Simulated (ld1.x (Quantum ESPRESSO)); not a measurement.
**Before and after: TM potential for gold**

```
Element                 : gold (Au)
Generator               : ld1.x (Quantum ESPRESSO) 7.5
Type                    : norm-conserving Troullier–Martins (Kleinman–Bylander form)
Functional              : PBE
Relativity              : scalar-relativistic
Frozen core             : [Xe] 4f14
Valence charge          : 11
Reference configuration : 5d10 6s0.75 6p0.25
Partial waves           : 6s (bound): rc 2.50 bohr; 5d (bound): rc 1.40 bohr; 6p (bound): rc 2.55 bohr
Local potential         : the p channel
Core correction         : none
```

Change: wave 6p (bound): rc 2.55 bohr becomes 6p (bound): rc 3.82 bohr.

Cutoffs: the cutoffs (Ry, on a coarse ladder) from which the occupation-weighted sum of valence levels, in a spherical-Bessel basis at the reference potential, stays within 10 and 1 mRy of its value at 400 Ry; they do not see the model core or the augmentation charge, which bear on the density cutoff. Errors are all-electron minus pseudo energies relative to the spin-unpolarised reference configuration.

**Question.** What does the change do?

**Answer.** The potential gets neither clearly harder nor softer (55 Ry and 90 Ry → 55 Ry and 80 Ry); of the 7 tests that both files solve, the error grows in 2 and shrinks in 1 by more than 15 % and 0.3 meV (median size 2.2 → 3.1 meV); neither file shows a bound ghost.

| quantity | base | changed |
| --- | --- | --- |
| cutoff, loose | 55 Ry | 55 Ry |
| cutoff, tight | 90 Ry | 80 Ry |
| bound ghosts | none | none |
| error for 5d10 6s1 6p0, meV [ΔE -1.26 eV] | +0.2 | +0.4 |
| error for 5d10 6s0 6p0, meV [ΔE 8.15 eV] | -2.2 | -3.1 |
| error for 5d9 6s0 6p0, meV [ΔE 29.36 eV] | -105 | -127 |
| error for 5d10 6s0 6p1, meV [ΔE 3.99 eV] | -1.3 | +1.0 |
| error for 5d10 6s0.5 6p0, meV [ΔE 2.51 eV] | -1.0 | -1.1 |
| error for 5d8 6s0 6p0, meV [ΔE 63.24 eV] | -505 | -571 |
| error for 5d7 6s0 6p0, meV [ΔE 110.95 eV] | -1245 | -1368 |
